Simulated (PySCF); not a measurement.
Exercise with solution: entropy of an ideal gas

C₂H₃BN₂O, SMILES OB1C=NC=N1.

Geometry optimised at PBE0-D3(BJ)/def2-SVP. The structure was generated by enumeration, and PubChem lists no compound with its InChIKey, so it may never have been made. Other conformers were not sampled.

PBE0-D3(BJ)/def2-SVP run with PySCF 2.14.0 gives the harmonic wavenumbers 154, 353, 391, 585, 608, 722, 813, 846, 906, 919, 1009, 1023, 1196, 1284, 1350, 1538, 1650, 1712, 3168, 3183, 3861 cm⁻¹ and the rotational temperatures 0.4048, 0.1762, 0.1228 K. The molar mass is 81.87 g/mol, the symmetry number 1, the spin multiplicity 1.

Problem. Work out the entropy at 298.15 K and 1 atm in the rigid-rotor, harmonic-oscillator model.

Solution. 
Translation (Sackur–Tetrode at 1 atm): S = R[1.5 ln M + 2.5 ln T − 1.16487] = 163.7 J/(mol K).
Rotation: q = (√π/σ) T^1.5/√(θA θB θC) = 97500, S = R[ln q + 3/2] = 108.0 J/(mol K).
Vibration: with u = 1.4388 ν/T, each mode gives R[u/(e^u − 1) − ln(1 − e^−u)]:
```json
[
 {"ν (cm⁻¹)": "154", "modes": "1", "u": "0.74", "S (J/(mol K))": "10.97"},
 {"ν (cm⁻¹)": "353", "modes": "1", "u": "1.70", "S (J/(mol K))": "4.82"},
 {"ν (cm⁻¹)": "391", "modes": "1", "u": "1.89", "S (J/(mol K))": "4.17"},
 {"ν (cm⁻¹)": "585", "modes": "1", "u": "2.82", "S (J/(mol K))": "1.99"},
 {"ν (cm⁻¹)": "608", "modes": "1", "u": "2.93", "S (J/(mol K))": "1.82"},
 {"ν (cm⁻¹)": "722", "modes": "1", "u": "3.48", "S (J/(mol K))": "1.18"},
 {"ν (cm⁻¹)": "813", "modes": "1", "u": "3.92", "S (J/(mol K))": "0.82"},
 {"ν (cm⁻¹)": "846", "modes": "1", "u": "4.08", "S (J/(mol K))": "0.72"},
 {"ν (cm⁻¹)": "906", "modes": "1", "u": "4.37", "S (J/(mol K))": "0.57"},
 {"ν (cm⁻¹)": "919", "modes": "1", "u": "4.43", "S (J/(mol K))": "0.54"},
 {"ν (cm⁻¹)": "1009", "modes": "1", "u": "4.87", "S (J/(mol K))": "0.38"},
 {"ν (cm⁻¹)": "1023", "modes": "1", "u": "4.94", "S (J/(mol K))": "0.36"},
 {"ν (cm⁻¹)": "1196", "modes": "1", "u": "5.77", "S (J/(mol K))": "0.18"},
 {"ν (cm⁻¹)": "1284", "modes": "1", "u": "6.20", "S (J/(mol K))": "0.12"},
 {"ν (cm⁻¹)": "1350", "modes": "1", "u": "6.51", "S (J/(mol K))": "0.09"},
 {"ν (cm⁻¹)": "1538", "modes": "1", "u": "7.42", "S (J/(mol K))": "0.04"},
 {"ν (cm⁻¹)": "1650", "modes": "1", "u": "7.96", "S (J/(mol K))": "0.03"},
 {"ν (cm⁻¹)": "1712", "modes": "1", "u": "8.26", "S (J/(mol K))": "0.02"}
]
```
The stiffer modes add less than 0.005 each. Sum 28.8 J/(mol K).
Spin: R ln 1 = 0.0 J/(mol K).
Total 300.5 J/(mol K); the program's own thermochemistry gives 300.5. Translation makes up 54 % and vibration 10 %. Anharmonicity, hindered rotation and orbital degeneracy are left out.
